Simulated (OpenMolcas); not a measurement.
# Cr4+: moving or changing the point charges

Cr4+ among 4 point charges of -2 e arranged as a tetrahedron (Td), 1.98 Å from the ion.
```
   1.1432    1.1432    1.1432  -2.00
   1.1432   -1.1432   -1.1432  -2.00
  -1.1432    1.1432   -1.1432  -2.00
  -1.1432   -1.1432    1.1432  -2.00
```

| Item | Value |
| --- | --- |
| Program | OpenMolcas 26.06 |
| Method | CASSCF |
| Basis | ANO-RCC-VTZP [6s5p3d2f1g] |
| Scalar Hamiltonian | DKH2, point nucleus |
| Active space | 2 electrons in 5 orbitals (3d) |
| State averaging | 2S+1 = 3 even, 10 roots; 2S+1 = 1 even, 15 roots |
| Spin-orbit coupling | state interaction with AMFI integrals over the reference wave functions |

Runs around this geometry, states (labels of Td). Energies in cm-1 above the lowest state or level, χT in cm3 K/mol; 10Dq and B are least-squares fits to the states below 45000 cm-1, weighted by degeneracy, with a free offset, and given where the rms deviation is under 5 % of |10Dq| (or 100 cm-1) and under 700 cm-1; 10Dq is negative for this site.

| R (Å) | q (e) | Ground state | First state of that spin | 10Dq | B (rms of fit) | First gap with spin-orbit (degeneracies) | χT at 300 K | First state of another spin |
| --- | --- | --- | --- | --- | --- | --- | --- | --- |
| 1.98 | -1 | 3A2 | 3T2 683.9 | -684 | 1259 (33) | 582.2 (3, 2) | 0.597 | 1E 16365 |
| 1.83 | -2 | 3A2 | 3T2 1829 | -1843 | 1255 (32) | 1789 (3, 1) | 0.715 | 1E 16995 |
| 1.98 | -2 | 3A2 | 3T2 1280 | -1284 | 1257 (32) | 1216 (3, 2) | 0.652 | 1E 16728 |
| 2.16 | -2 | 3A2 | 3T2 857.1 | -857 | 1258 (33) | 763.7 (3, 2) | 0.606 | 1E 16479 |

Taking |10Dq| as R^-n, n = -ln(857 / 1843) / ln(2.16 / 1.83) = 4.6 between the shortest and longest distance. The point-charge formula for a cubic d site gives n = 5.

Scaling the charges by -1 / -2 = 0.50 scales |10Dq| by 684 / 1284 = 0.53; with fixed orbitals a first-order splitting would follow the charge.

Without dynamic correlation the repulsion within the d shell is too large (B by tens of per cent), so at a given field states of lower spin stand too high. The ground term spreads over less than 5000 cm-1, several times less than with real ligands, so orbital moments are less quenched and χT lies further from the spin-only value than at real sites. This is an electrostatic model: the charges have no orbitals. No measured value stands beside these numbers.
